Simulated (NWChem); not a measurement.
Species: MgNH$_{3}$Se; SMILES [SeH][Mg][NH2]

```xyz
6

Mg     0.1382    -0.9935     0.0808
N      0.2963    -2.8623    -0.1186
H      0.7219    -3.3533    -0.8996
H     -0.0305    -3.5701     0.5330
Se    -0.0509     1.4194     0.3368
H     -1.3505     1.3948    -0.3587
```
Atoms are numbered in this order, from 1.

Level: PBE0/def2-SVP (NWChem), optimised geometry, unscaled harmonic frequencies. This build's default masses of Se (78.918 u) and Br (79.917 u) are each other's, which moves their modes by up to 0.6 %.

| frequency (cm⁻¹) | IR intensity (km/mol) |
|---|---|
| 120 | 20.6 |
| 120 | 29.4 |
| 145 | 1.9 |
| 287 | 5.2 |
| 335 | 130.3 |
| 498 | 0.4 |
| 531 | 70.7 |
| 741 | 91.7 |
| 1529 | 12.8 |
| 2436 | 13.6 |
| 3594 | 9.2 |
| 3677 | 16.0 |

```yaml
zero_point_energy: 20.0 kcal/mol
thermal correction to the enthalpy at 298.15 K (with zero-point energy): 24.5 kcal/mol
heat capacity Cv: 18.3 cal/(mol K)
entropy at 298.15 K and 1 atm (symmetry number 1): 77.7 cal/(mol K)
dipole_moment: 1.90 D
```

Rigid rotor and harmonic oscillator.
